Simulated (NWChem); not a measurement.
System: GeHSF₃; SMILES [F][Ge]([F])([F])[SH]

Program: NWChem. Geometry: optimised at PBE0/def2-SVP. Gas phase, vertical. One conformer.

B3LYP/def2-SVPD, TDA puts singlet state 4 at 7.73 eV with oscillator strength 0.099.

### Question
Give the wavelength, the transition dipole and the radiative lifetime of that state in vacuum.

### Answer

1. λ = 1239.84/7.73 = 160 nm, or 62350 cm⁻¹.
2. f = (2/3) ΔE μ² in atomic units, so μ = √(1.5 f/ΔE) = 0.72 a.u. = 1.84 D.
3. τ = 1.499 s cm⁻² / (f ν²) = 3.9 ns, for a non-degenerate state that emits at the vertical energy; a higher state like this one mostly decays faster by other paths.
